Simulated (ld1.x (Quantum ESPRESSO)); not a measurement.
**Transferability test, TM semilocal potential for nitrogen (N)**

* Element: N (Z = 7)
* Generator: ld1.x (Quantum ESPRESSO) 7.5
* Type: norm-conserving Troullier–Martins (semilocal form)
* Functional: PBEsol
* Relativity: scalar-relativistic
* Frozen core: [He]
* Valence charge: 5
* Reference configuration: 2s2 2p3
* Partial waves: 2p (bound): rc 1.65 bohr; 3d channel at 0.2 Ry: rc 1.40 bohr; 2s (bound): rc 0.80 bohr
* Local potential: the s channel
* Core correction: Bessel-smoothed model core inside 0.75 bohr

Energies are relative to the spin-unpolarised reference configuration 2s2 2p3; without spin polarisation the order of configurations can differ from experiment.

```json
{"valence configuration": "2s2 2p2", "charge": "+1", "ΔE all-electron (eV)": "13.521", "error AE − PS (meV)": "+6.7"}
{"valence configuration": "2s2 2p1", "charge": "+2", "ΔE all-electron (eV)": "42.258", "error AE − PS (meV)": "+140"}
{"valence configuration": "2s2 2p0", "charge": "+3", "ΔE all-electron (eV)": "89.143", "error AE − PS (meV)": "+752"}
{"valence configuration": "2s1 2p0", "charge": "+4", "ΔE all-electron (eV)": "166.660", "error AE − PS (meV)": "+1285"}
{"valence configuration": "2s2 2p2.5", "charge": "+0.5", "ΔE all-electron (eV)": "5.063", "error AE − PS (meV)": "-0.3"}
{"valence configuration": "2s1 2p4", "charge": "0", "ΔE all-electron (eV)": "11.434", "error AE − PS (meV)": "+4.1"}
```

Task: What are ΔE and the potential's error for 2s1 2p3?

Result: ΔE = 25.236 eV all-electron; the error (AE − PS) is -39 meV.

Levels in the configuration 2s2 2p1:

```csv
level,all-electron (eV),pseudo (eV)
2s,-48.962,-48.897
2p,-37.364,-37.072
```
